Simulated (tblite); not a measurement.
C₂H₁₃Si₄ (doublet state).
Z-matrix (Å and degrees, GFN2-xTB geometry), rows numbered from 1:
```
C 
Si  1  1.8152
Si  2  2.3392  1  111.20
Si  2  2.3485  1  112.31  3   119.67
C   4  1.9018  2  107.96  1   -54.35
Si  5  1.8975  4  115.70  2  -173.12
H   1  1.0758  2  123.84  3   124.52
H   1  1.0776  2  122.04  3   -56.64
H   2  1.4780  1  108.58  3  -120.66
H   3  1.4665  2  111.73  1   177.84
H   3  1.4660  2  110.76  1    59.45
H   3  1.4630  2  113.90  1   -61.06
H   4  1.4690  2  114.09  1    66.52
H   4  1.4728  2  111.49  1  -173.29
H   5  1.0913  4  108.70  2   -50.68
H   5  1.0906  4  108.58  2    64.00
H   6  1.4639  5  109.82  4   -59.34
H   6  1.4643  5  109.24  4    61.16
H   6  1.4662  5  109.75  4  -179.38
```

The geometry is computed with GFN2-xTB (gas phase). This method treats the open shell by occupation alone, without spin polarisation.

Masses are those of the commonest isotopes; rigid-rotor values at the optimised geometry. The values belong to one conformer with, in the numbering `[CH2:1][Si@@H:2]([SiH3:3])[SiH2:4][CH2:5][SiH3:6]`, H–C1–Si2–Si3 125° and -57°, C1–Si2–Si4–C5 -54°, Si2–Si4–C5–Si6 -173°.

Q: Give the principal moments of inertia and the rotational constants in cm⁻¹.

A: Ia = 229.31, Ib = 809.06, Ic = 894.79 u·Å²; 505379 MHz·u·Å²/I gives 2204, 624.6 and 564.8 MHz, that is A = 0.07352, B = 0.02084, C = 0.01884 cm⁻¹.

Q: Classify the top.

A: A near-prolate asymmetric top: κ = (2 × 624.6 − 2204 − 564.8)/(2204 − 564.8) = -0.93.

Q: What does the inertial defect say?

A: Not planar: Δ = Ic − Ia − Ib = -143.58 u·Å². For a rigid frame Δ = −2 Σ m c², so Σ m c² = 71.79 u·Å² lies off the ab plane: 22.68 from hydrogen and 49.11 from heavier atoms. The atom farthest from that plane is 2.16 Å away.

Q: Give the coordinates in the principal-axis frame, origin at the centre of mass.

A: The sense of each axis is arbitrary; atoms in the order of the calculation.
```csv
atom,mass (u),a (Å),b (Å),c (Å)
C1,12.000,-1.897,1.703,-1.201
Si2,27.977,-1.650,0.680,0.278
Si3,27.977,-2.368,-1.517,-0.084
Si4,27.977,0.608,0.562,0.912
C5,12.000,1.610,-0.033,-0.591
Si6,27.977,3.442,-0.403,-0.265
H7,1.008,-2.458,2.621,-1.208
H8,1.008,-1.470,1.442,-2.155
H9,1.008,-2.414,1.274,1.394
H10,1.008,-2.127,-2.366,1.087
H11,1.008,-1.633,-2.127,-1.196
H12,1.008,-3.791,-1.630,-0.402
H13,1.008,1.169,1.839,1.374
H14,1.008,0.810,-0.395,2.013
H15,1.008,1.139,-0.933,-0.991
H16,1.008,1.534,0.717,-1.378
H17,1.008,4.111,0.801,0.232
H18,1.008,3.549,-1.475,0.726
H19,1.008,4.089,-0.835,-1.508
```

Q: Estimate the classical rotational partition function at 25 K, 50 K and 298.15 K.

A: Point group C1, symmetry number σ = 1; q = (√π/σ)·√((kT/h)³/(ABC)), k/h = 20836.6 MHz/K: 23900 at 25 K, 67600 at 50 K, 984000 at 298.15 K.

For this open shell read J as N, the rotation without spin; fine and hyperfine splittings come on top. Its GFN2-xTB frequencies are all real (lowest 17 cm⁻¹). Zero-point vibration and centrifugal distortion are left out.
